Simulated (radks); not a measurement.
Polarisability of the tin ion Sn6+, [Kr] 4d8, at imaginary frequency. Calculated with a radial shooting solver on a logarithmic mesh with Libxc functionals: scalar-relativistic Kohn-Sham, LDA (Slater exchange, Perdew-Wang correlation), spin-polarised, spherical densities, finite nucleus; open shells are filled with parallel spins first (spin-orbit coupling, left out, can overturn this in heavy ions); Fermi nuclear charge, rms radius 4.6519 fm. Response by self-consistent Sternheimer equations with the Hartree and adiabatic LDA kernel, the relativistic mass of each level held fixed and spin-orbit coupling left out.

w (hartree),alpha1(iw) (bohr^3)
0.00266,1.507
0.0143,1.507
0.0360,1.506
0.0697,1.505
0.118,1.503
0.186,1.498
0.280,1.488
0.413,1.466
0.605,1.424
0.892,1.340
1.35,1.184
2.12,0.9221
3.59,0.5661
6.94,0.2362
17.5,0.05800

Static values: alpha1 = 1.507 bohr^3 (0.2232 angstrom^3; uncoupled 2.226). C6 = 4.695, triple-dipole C9 = 5.125 atomic units. One-pole (London) frequency 4 C6 / (3 alpha1^2) = 2.758 hartree, against 3.886 for minus the highest occupied eigenvalue.
